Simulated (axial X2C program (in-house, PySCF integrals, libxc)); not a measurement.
## Working with the constants of RbI⁺

A bond curve at the CCSD(T) level, with spin–orbit coupling, was computed with an in-house relativistic program for diatomic molecules (basis I dyall-cv3z [11s12p8d4f1g], Rb dyall-cv3z [12s13p8d4f1g] (cores contracted in-house)) for the state Ω = 3/2 (⟨Sz⟩ = 0.50, ⟨Lz⟩ = 1.00 at HF). Its fit gives Re = 3.7570 Å, ωe = 59.2 cm⁻¹, ωexe = 0.512 cm⁻¹ and αe = 2.062e-04 cm⁻¹; the masses are 126.9045 and 84.9118 u. Two-component means X2C with spin–orbit coupling and atomic mean-field Coulomb and Gaunt terms.

Correlated methods: 15 electrons correlated (number of frozen shells: I 4 s, 3 p, 2 d; Rb 3 s, 2 p, 1 d), 311 virtual spin orbitals or spinors in MP2, 90 natural virtuals in coupled cluster.

Problem. Find the reduced mass, Be and the force constant.

Solution. From the CCSD(T) values: μ = 50.8728 u. Be = 16.8576/(μ Re²) = 0.02348 cm⁻¹. k = 5.8918×10⁻⁷ μ ωe² = 0.105 mdyn/Å.

Problem. Where do the fundamental and the first overtone lie?

Solution. ν(1←0) = ωe − 2ωexe = 58.2 cm⁻¹; ν(2←0) = 2ωe − 6ωexe = 115.3 cm⁻¹.

Problem. Estimate the centrifugal constant by the Kratzer relation.

Solution. D = 4Be³/ωe² = 1.48e-08 cm⁻¹.

Problem. Estimate De from a Morse curve and compare with the computed well depth of 0.242 eV to I + Rb+.

Solution. De(Morse) = ωe²/(4ωexe) = 0.212 eV against 0.242 eV computed, a ratio of 0.88. For De the Morse form works well here.

Problem. A Morse curve ties αe to the other constants (Pekeris). How well does that hold?

Solution. αe(Morse) = 6Be²/ωe × (√(ωexe/Be) − 1) = 2.050e-04 cm⁻¹; the CCSD(T) curve gives 2.062e-04 cm⁻¹, a ratio of 0.99.

The state is a single determinant with fixed occupations, the lowest that a limited PBE0 search found. Dissociation energies refer to the lowest single-determinant-based atoms at the same level and basis. Coupled cluster ran in a truncated set of natural virtual spinors; the MP2 energy of the rest was added. (T) has no such correction and the atoms are truncated less, which lowers De at CCSD(T) by a hundredth of an eV or more. PBE0 can misorder states that lie within some tenths of an eV, so this need not be the ground state of the molecule. The nearest other 2c determinant of the search, Ω = 1/2, lies 0.22 eV up at the distance of the search. The bond is weak, and without diffuse functions and with truncated virtuals even CCSD(T) can be tens of per cent off in De.
